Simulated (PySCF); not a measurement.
Vertical excitations of a molecule C3H9NSi from TDDFT-PBE/def2-SVPD (PySCF), as energy in eV (oscillator strength): 5.61 (0.025), 5.99 (0.014), 6.38 (0.004), 6.47 (0.003), 6.54 (0.074), 6.84 (0.004), 7.07 (0.006), 7.14 (0.006), 7.16 (0.009), 7.37 (0.038). Lowest triplet (TDA): 5.36 eV. Geometry: PBE0-D3(BJ)/def2-SVP. One conformer was computed; it need not be the lowest.

Problem. Which structure fits?
A. NC1([SiH3])CC1
B. C[Si]N(C)C
C. N[SiH]1CCC1
D. C=CN(C)[SiH3]

Solution. C, N[SiH]1CCC1
